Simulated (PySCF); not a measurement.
# One molecule, several mistakes: AlClGeH2N cation

These are calculations, not measurements. They come from PySCF 2.14.0, an open-source quantum chemistry program, on an isolated molecule that a program drew, which may never have been made. The molecule is AlClGeH2N cation (charge +1, singlet), drawn as the SMILES string `[AlH+][N]=[GeH][Cl]`.

Each row is a Hartree-Fock (HF) and frozen-core CCSD(T) single point in the cc-pV(D+d)Z basis, meant for a local HF minimum. Run 1 is clean. Each other run has one planted mistake out of seven kinds, and not every kind appears here: one electron removed, one electron added, multiplicity raised by two, geometry at a saddle point, minimal basis STO-3G, one bond length entered in bohr, all coordinates scaled. The reference is restricted for singlets and unrestricted otherwise, and also for a bond in bohr. Adding or removing an electron swaps singlet and doublet. Electrons count all cores. HOMO and LUMO are orbital energies over both spins, the gradient is its largest component, and the lowest frequency (negative if imaginary) is given only where the gradient is small. Bond lengths are over the 5 bonds as drawn. T1 is the CCSD diagnostic: over 0.02 (restricted) or 0.045 (unrestricted) a single reference is doubtful. Germanium has the cc-pVDZ-PP basis, with a core potential (ECP10MDF) in place of its 10 inner electrons, and its 3s, 3p and 3d shells are frozen in CCSD(T).

Geometry of the clean run:
```xyz
6
AlClGeH2N cation, angstrom
Al   -0.2045   -1.1017    1.3151
N     0.6553   -1.4988   -0.0457
Ge    1.6989   -1.9451   -1.2843
Cl    3.6733   -2.5056   -0.8817
H    -1.0353   -0.7252    2.5543
H     1.3685   -1.9955   -2.7513
```

```
run,electrons,basis functions,<S^2>,HOMO (eV),LUMO (eV),gradient (hartree/bohr),lowest frequency (cm^-1),mean bond (Å),longest bond (Å),T1,HF (hartree),CCSD(T) (hartree),mistake
1,70,93,0.000,-15.75,-3.81,4.2e-05,63,1.6945,2.092,0.0178,-1050.19859,-1050.67368,no fault
2,69,93,0.760,-22.10,-11.50,7.6e-02,-,1.6945,2.092,0.0219,-1049.71249,-1050.13939,one electron removed
3,70,93,0.891,-15.57,-5.39,1.0e-02,-,1.9683,2.908,0.0453,-1050.10643,-1050.56508,one bond length entered in bohr
4,70,93,0.000,-15.12,-4.08,4.4e-02,-,1.8182,2.244,0.0222,-1050.16300,-1050.65440,all coordinates scaled
5,71,93,0.879,-5.04,1.25,3.6e-02,-,1.6945,2.092,0.0271,-1050.35960,-1050.85459,?
6,70,93,2.022,-10.45,-6.27,1.1e-01,-,1.6945,2.092,0.0330,-1050.07060,-1050.51383,?
```

**Which mistake was planted in run 5, and what did it cost?**

It counts 71 electrons, one more than the clean run, at the same geometry and basis. So the mistake is: one electron added. Subtracting run 1 and multiplying by 627.51 kcal/mol a hartree, the energy moved by -101.0 kcal/mol in HF and -113.5 kcal/mol in CCSD(T).

**Which mistake was planted in run 6, and what did it cost?**

Electrons, basis and geometry are unchanged, and <S^2> is 2.022, beside S(S+1) = 2.00 for a multiplicity of 3. So the mistake is: multiplicity raised by two. Subtracting run 1 and multiplying by 627.51 kcal/mol a hartree, the energy moved by 80.3 kcal/mol in HF and 100.3 kcal/mol in CCSD(T).

Cautions from the logs. Run 3: T1 is over the limit, so its CCSD(T) energy is less reliable; run 4: T1 is over the limit, so its CCSD(T) energy is less reliable.
